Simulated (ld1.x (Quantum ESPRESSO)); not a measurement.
# An all-electron radial function and its pseudo partner (As (Z = 33))

Columns: radius, all-electron u(r) and pseudo u(r) of the 4s shell (level -23.43 eV) of arsenic in the configuration [Ar] 3d10 4s2 4p2; Wu–Cohen, scalar-relativistic, TM scheme, ld1.x (Quantum ESPRESSO) 7.5.

```
r (bohr)  all-electron   pseudo
   0.082       -0.1204  -0.0199
   0.165       -0.2158  -0.0410
   0.248        0.0257  -0.0640
   0.330        0.2648  -0.0896
   0.413        0.3820  -0.1195
   0.495        0.3740  -0.1542
   0.578        0.2795  -0.1957
   0.660        0.1392  -0.2440
   0.742       -0.0186  -0.3000
   0.825       -0.1772  -0.3643
   0.908       -0.3234  -0.4350
   0.990       -0.4497  -0.5086
   1.072       -0.5558  -0.5820
   1.155       -0.6425  -0.6516
   1.238       -0.7096  -0.7117
   1.320       -0.7582  -0.7585
   1.402       -0.7913  -0.7913
   1.485       -0.8111  -0.8111
   1.568       -0.8192  -0.8192
   1.650       -0.8174  -0.8174
   1.733       -0.8075  -0.8075
   1.815       -0.7912  -0.7912
   1.898       -0.7695  -0.7695
   1.980       -0.7439  -0.7439
   2.062       -0.7154  -0.7154
   2.145       -0.6844  -0.6844
```

Problem. How many radial nodes do the two functions have?

Solution. The all-electron 4s function has n − l − 1 = 3 (the table is too coarse to show those close to the nucleus); the pseudo-wave has 0, since the states of the same l below it are removed with the core.

Problem. At about which radius was the pseudo-wave matched?

Solution. 1.45 bohr. The columns agree to 0.0005 from 1.32 bohr on; several derivatives are matched, so the curves merge somewhat inside the radius.

Problem. Is the pseudo-wave norm-conserving?

Solution. Yes: the TM scheme keeps the norm inside the radius equal to the all-electron one, which fixes the energy derivative of the logarithmic derivative at the level.
